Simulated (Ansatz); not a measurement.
Stepwise reaction of `C[N](C)[In]([SH])[N](C)C` with hydrogen chloride, as a gas-phase model of exchange steps in deposition or etching. ΔE in kJ/mol.

Computed with Ansatz on PBE0-D4/def2-TZVP structures; ΔE is electronic, products minus reactants. CCSD(T)/CBS is the MP2 limit (def2-TZVPP, def2-QZVPP) plus CCSD(T) − MP2 in def2-TZVPP, frozen cores. This one scheme is used for every species. Functionals use def2-TZVPP. B3LYP here is the variant with VWN-RPA as its local correlation; programs differ in this. def2 core potentials past Kr. For In outer-core shells are correlated without core-valence functions, which leaves a few kJ/mol of doubt a bond. One conformer a species, not always the lowest.

| step | reaction | PBE-D4 | B3LYP-D4 | ωB97M-V | CCSD(T)/CBS |
| --- | --- | --- | --- | --- | --- |
| 1 | `C[N](C)[In]([SH])[N](C)C` + HCl → `C[N](C)[In]([SH])[Cl]` + `CNC` | -123.9 | -127.8 | -129.4 | -119.3 |

Give the row of step 2, `C[N](C)[In]([SH])[Cl]` + HCl → `[SH][In]([Cl])[Cl]` + `CNC`. (Best estimate.)

Computed: 
```tsv
step	reaction	PBE-D4	B3LYP-D4	ωB97M-V	CCSD(T)/CBS
2	`C[N](C)[In]([SH])[Cl]` + HCl → `[SH][In]([Cl])[Cl]` + `CNC`	-100.5	-104.6	-106.0	-94.4
```

By hand: ΔE of the 2 steps together at CCSD(T)/CBS.

(-119.3) + (-94.4) = -213.7 kJ/mol, or -106.8 kJ/mol a step.

In ΔE each step is higher than the one before. All are downhill at CCSD(T)/CBS. PBE-D4 differs from CCSD(T)/CBS by -6.1 to -4.6 kJ/mol a step. Isolated molecules leave out the surface, adducts and barriers. Largest T1 diagnostic: 0.014.
